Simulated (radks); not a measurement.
Species: Co9+. Configuration: [Ar]. Calculated with a radial shooting solver on a logarithmic mesh with Libxc functionals: non-relativistic Kohn-Sham, PBE, spin-polarised, spherical densities, point nucleus.

Normalised radial functions P(r) = r R(r), r in bohr:

r	2p	3s
0.00463	0.0117	0.1443
0.006479	0.0224	0.1917
0.00914	0.0431	0.2506
0.01279	0.0803	0.3151
0.01804	0.1491	0.3788
0.02525	0.2655	0.4197
0.03561	0.4616	0.4067
0.05023	0.7612	0.2944
0.07029	1.1574	0.0549
0.09915	1.6139	-0.3053
0.1387	1.9679	-0.6436
0.1957	2.0240	-0.7223
0.2739	1.6544	-0.3086
0.3863	0.9819	0.5333
0.5449	0.3807	1.2454
0.7625	0.0861	1.2558
1.076	0.0085	0.6886
1.505	0.0003	0.1983
2.123	0.0000	0.0230

2p: eigenvalue -994.32 eV, 0 radial nodes, <r> = 0.226 bohr, 90 % of the charge inside 0.369 bohr. 3s: eigenvalue -296.70 eV, 2 radial nodes at r = 0.0745, 0.314 bohr, <r> = 0.713 bohr, 90 % of the charge inside 1.05 bohr.
